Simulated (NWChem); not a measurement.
## Basis-set convergence for H₃AlO₂S

```xyz
7

Al    -0.2778    -0.3455     0.0000
O      0.1488    -1.9860     0.0000
H      1.0293    -2.3618     0.0000
O     -1.9101     0.1118     0.0000
H     -2.6465    -0.5016     0.0000
S      1.1932     1.2590     0.0000
H      0.2270     2.2046     0.0000
```
Charge 0, spin multiplicity 1.

All runs are NWChem calculations. Structure: optimised with PBE0/def2-SVP, a minimum by its harmonic frequencies. It is one conformer; others weren't searched.

Quantity: first vertical ionisation energy at the level G0W0@PBE.

GW and range-separated runs recompute their integrals, the others keep them in memory, which bears on the times. The structure started from a generated list of species.

Relative cost: rough, from shared machines, SCF included, def2-SVP = 1.

```csv
basis,functions,first vertical ionisation energy (eV),relative cost
def2-SVP,79,(withheld),1
def2-SVPD,121,(withheld),under 3
def2-TZVPP,188,9.48,9
def2-TZVPD,196,(withheld),10
```

Task: What belongs in the gaps?

Result: 
- def2-SVP, first vertical ionisation energy (eV): 8.83
- def2-SVPD, first vertical ionisation energy (eV): 9.10
- def2-TZVPD, first vertical ionisation energy (eV): 9.44
